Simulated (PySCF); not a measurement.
Species: Ir(PF3)4 (doublet state).
Bonds: Ir1–P2, Ir1–P6, Ir1–P10, Ir1–P14, P2–F3, P2–F4, P2–F5, P6–F7, P6–F8, P6–F9, P10–F11, P10–F12, P10–F13, P14–F15, P14–F16, P14–F17.

A GFN2-xTB structure was refined with PBE0-D3(BJ)/def2-SVP geometry optimisation, gas phase, def2 core potentials past Kr in PySCF 2.14.0. Its GFN2-xTB values:

| coordinate | GFN2-xTB |
| --- | --- |
| Ir1–P2 | 2.274 Å |
| Ir1–P10 | 2.379 Å |
| P2–F3 | 1.544 Å |
| Ir1–P2–F3 | 116.9° |
| Ir1–P2–F4 | 125.7° |
| Ir1–P2–F5 | 127.3° |
| Ir1–P6–F9 | 125.4° |
| F3–P2–F4 | 89.9° |
| P6–Ir1–P10 | 125.2° |
| F8–P6–F9 | 91.0° |
| P10–Ir1–P14 | 95.6° |
| P2–Ir1–P14–F15 | -156° |
| P6–Ir1–P2–F3 | -20° |

**Question.** How do these coordinates change at the PBE0-D3(BJ)/def2-SVP level?

**Answer.** 
```json
{"coordinate": "Ir1–P10", "PBE0-D3(BJ)/def2-SVP (Å or °)": "2.221", "change": "-0.158"}
{"coordinate": "Ir1–P2", "PBE0-D3(BJ)/def2-SVP (Å or °)": "2.220", "change": "-0.054"}
{"coordinate": "P2–F3", "PBE0-D3(BJ)/def2-SVP (Å or °)": "1.582", "change": "+0.038"}
{"coordinate": "Ir1–P2–F4", "PBE0-D3(BJ)/def2-SVP (Å or °)": "116.4", "change": "-9.3"}
{"coordinate": "Ir1–P6–F9", "PBE0-D3(BJ)/def2-SVP (Å or °)": "117.1", "change": "-8.3"}
{"coordinate": "P6–Ir1–P10", "PBE0-D3(BJ)/def2-SVP (Å or °)": "133.3", "change": "+8.1"}
{"coordinate": "F3–P2–F4", "PBE0-D3(BJ)/def2-SVP (Å or °)": "98.0", "change": "+8.1"}
{"coordinate": "F8–P6–F9", "PBE0-D3(BJ)/def2-SVP (Å or °)": "98.5", "change": "+7.5"}
{"coordinate": "Ir1–P2–F5", "PBE0-D3(BJ)/def2-SVP (Å or °)": "122.0", "change": "-5.3"}
{"coordinate": "Ir1–P2–F3", "PBE0-D3(BJ)/def2-SVP (Å or °)": "119.8", "change": "+2.9"}
{"coordinate": "P10–Ir1–P14", "PBE0-D3(BJ)/def2-SVP (Å or °)": "98.3", "change": "+2.7"}
{"coordinate": "P2–Ir1–P14–F15", "PBE0-D3(BJ)/def2-SVP (Å or °)": "-150", "change": "+6"}
{"coordinate": "P6–Ir1–P2–F3", "PBE0-D3(BJ)/def2-SVP (Å or °)": "-15", "change": "+5"}
```

The energy falls by 1.484 eV over 14 energy and gradient evaluations, the largest force component goes from 0.0607 to 4.5e-04 Eh/bohr, and the atoms move by 0.244 Å rms after alignment. The bond that changes most is Ir1–P10 (ends: iridium bonded to 4 P; phosphorus bonded to 3 F and Ir), which shortens by 0.158 Å. Bonds longer at the end by more than 0.005 Å: 7 of 16; shorter: 9. Among the dihedrals that turn most is P14–Ir1–P2–F4, from -7° to -21°. Rotational constants go from 262.8, 236.8, 195.7 to 274.3, 269.2, 205.3 MHz.

The run used 272 basis functions and 126 SCF cycles in all.

No PBE0-D3(BJ)/def2-SVP frequencies stand behind this structure, so it isn't proved a minimum. ⟨S²⟩ = 0.754 (exact for a doublet: 0.75).

For an open-shell metal species like this, the optimisation's SCF solution wasn't tested for stability and no frequencies at its level were run, so a lower state or another shape may exist.
